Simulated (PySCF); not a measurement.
```xyz
54

C      9.7894     0.1829    -0.1357
N      8.7753     0.6935     0.7512
C      9.1570     1.4121     1.9403
C      7.4538     0.4979     0.4618
C      6.4314     0.9829     1.3172
C      5.0974     0.7826     1.0219
C      4.6856     0.0917    -0.1350
C      3.3032    -0.1446    -0.4840
C      2.2002     0.2216     0.2177
C      0.8503    -0.0469    -0.1931
C      0.3684    -0.6814    -1.3418
C     -1.0244    -0.7610    -1.3929
C     -1.6571    -0.1903    -0.2874
C     -3.0426    -0.0798     0.0178
C     -4.0659    -0.5393    -0.7660
C     -5.4504    -0.4398    -0.4760
C     -6.4617    -0.9140    -1.2897
C     -6.2336    -1.5643    -2.5283
N     -5.9415    -2.0830    -3.5243
C     -7.7269    -0.6292    -0.6576
C     -9.0159    -0.8974    -1.0632
C     -9.3042    -1.5606    -2.2886
N     -9.5664    -2.0993    -3.2827
C    -10.1055    -0.5018    -0.2350
N    -10.9947    -0.1806     0.4382
O     -7.5128    -0.0066     0.4961
C     -6.1013     0.1828     0.7422
C     -5.7867    -0.5560     2.0363
C     -5.8791     1.6864     0.8407
S     -0.4671     0.4443     0.8096
C      5.7047    -0.3853    -0.9804
C      7.0464    -0.1953    -0.7026
H      9.7167     0.6232    -1.1464
H     10.7802     0.4279     0.2656
H      9.7312    -0.9152    -0.2416
H     10.2508     1.4711     1.9930
H      8.7642     2.4444     1.9447
H      8.8027     0.9122     2.8597
H      6.6890     1.5250     2.2262
H      4.3506     1.1772     1.7146
H      3.1550    -0.6853    -1.4250
H      2.3181     0.7562     1.1648
H      1.0236    -1.0731    -2.1199
H     -1.5733    -1.2229    -2.2147
H     -3.2808     0.4173     0.9620
H     -3.8258    -1.0356    -1.7109
H     -6.4264    -0.1648     2.8398
H     -4.7358    -0.4244     2.3260
H     -5.9849    -1.6307     1.9208
H     -4.8320     1.9210     1.0732
H     -6.5179     2.0943     1.6365
H     -6.1439     2.1746    -0.1075
H      5.4269    -0.9252    -1.8900
H      7.7867    -0.5890    -1.3976
```

Charge 0, multiplicity 1.

**Question.** Give the Mulliken and meta-Löwdin atomic charges from PBE0-D3(BJ)/def2-SVP (PySCF).

**Answer.** 
```
atom  Mulliken (e)  meta-Löwdin (e)
----  ------------  ---------------
C1            0.07            -0.19
N2           -0.40            -0.12
C3            0.07            -0.19
C4            0.22             0.11
C5           -0.08            -0.16
C6           -0.02            -0.09
C7            0.02            -0.03
C8            0.00            -0.07
C9            0.04            -0.14
C10          -0.12            -0.07
C11          -0.01            -0.14
C12           0.02            -0.10
C13          -0.16            -0.12
C14           0.07            -0.06
C15          -0.06            -0.14
C16           0.07             0.06
C17          -0.19            -0.10
C18          -0.13             0.09
N19           0.08            -0.19
C20           0.39             0.27
C21          -0.44            -0.15
C22          -0.08             0.09
N23           0.05            -0.20
C24          -0.03             0.10
N25           0.03            -0.21
O26          -0.29            -0.31
C27          -0.16             0.25
C28           0.05            -0.30
C29           0.05            -0.30
S30           0.14             0.25
C31          -0.03            -0.09
C32          -0.08            -0.17
H33           0.06             0.10
H34           0.05             0.11
H35           0.06             0.10
H36           0.05             0.11
H37           0.06             0.10
H38           0.06             0.10
H39           0.00             0.11
H40           0.01             0.10
H41           0.01             0.10
H42           0.02             0.10
H43           0.03             0.12
H44           0.04             0.13
H45           0.03             0.11
H46           0.04             0.12
H47           0.07             0.12
H48           0.04             0.11
H49           0.06             0.12
H50           0.04             0.11
H51           0.07             0.12
H52           0.06             0.12
H53           0.01             0.11
H54           0.01             0.11
```
